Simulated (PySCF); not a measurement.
Geometry:
```
atom   x (Å)   y (Å)   z (Å)
 Cr1  -0.002   0.000   0.002
  S2  -0.005  -0.026   2.065
  S3   1.942   0.010  -0.677
  S4  -0.971   1.692  -0.673
  S5  -0.963  -1.676  -0.717
```

Total charge -2.

Geometry: PBE0-D3(BJ)/def2-SVP; GIAO absolute shieldings from PySCF, gas phase, non-relativistic, averaged over equivalent atoms.

At PBE0/pcSseg-1 (pcSseg-2 on Cr) (169 basis functions, 21 s wall time on 1 thread of an Arm Neoverse V1, shared host):
```csv
atoms,σ (ppm)
Cr1,-6250.0
S2/S3/S4/S5,-728.5
```

Q: What do these become at PBE/pcSseg-1 (pcSseg-2 on Cr)?

A: 
```json
{"atoms": "Cr1", "σ at PBE/pcSseg-1 (pcSseg-2 on Cr)": "-4361.8", "change": "+1888.2"}
{"atoms": "S2/S3/S4/S5", "σ at PBE/pcSseg-1 (pcSseg-2 on Cr)": "-500.4", "change": "+228.1"}
```

The largest change is at Cr1 (Cr bonded to 4 S). Cost: 169 basis functions, 35 s wall time on 1 thread of an Arm Neoverse V1, shared host.
